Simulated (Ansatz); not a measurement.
Species: sum formula SnOBr, net charge 0, doublet state. It need not be the lowest isomer of its formula. 
Geometry from a B3LYP-D3(BJ)/def2-TZVP (Ansatz, a program for electronic structure) optimisation:
```xyz
3

Sn    -0.6358     0.4728    -0.5405
O     -1.6875    -1.2080    -0.4419
Br     1.2941    -0.3993     0.8732
```
Charge 0, spin multiplicity 2.

Quantity: vertical electron affinity (to the singlet state of charge -1; a negative value means that the extra electron is unbound and the number depends on the basis; each state is the SCF solution reached for its spin; for the singlet the Hartree-Fock reference is unstable and T1 is 0.031), in eV. Cores are frozen in the correlated levels unless marked. UHF or UKS for open shells. Spin-orbit coupling is left out. Frozen are the shells of the preceding noble gas and the d and f shells that filled before the atom's block. Past Kr the def2 sets carry scalar-relativistic core potentials. Anions need diffuse functions: def2-D sets add few. 

```json
[
 {"level": "HF/def2-SVPD", "program": "Ansatz", "vertical electron affinity (eV)": "0.86"},
 {"level": "HF/def2-TZVPPD", "program": "Ansatz", "vertical electron affinity (eV)": "0.75"},
 {"level": "PBE/def2-TZVPD", "program": "Ansatz", "vertical electron affinity (eV)": "3.05"},
 {"level": "PBE0/def2-TZVPD", "program": "Ansatz", "vertical electron affinity (eV)": "2.79"},
 {"level": "wB97M-V/def2-TZVPD", "program": "Ansatz", "vertical electron affinity (eV)": "2.87"},
 {"level": "B2PLYP/def2-TZVPD", "program": "Ansatz", "vertical electron affinity (eV)": "3.19"},
 {"level": "SCS-MP2/def2-SVPD", "program": "Ansatz", "vertical electron affinity (eV)": "3.34"},
 {"level": "CCSD/def2-TZVPPD", "program": "Ansatz", "vertical electron affinity (eV)": "2.75"},
 {"level": "CCSD(T)/def2-SVPD", "program": "Ansatz", "vertical electron affinity (eV)": "3.03"}
]
```
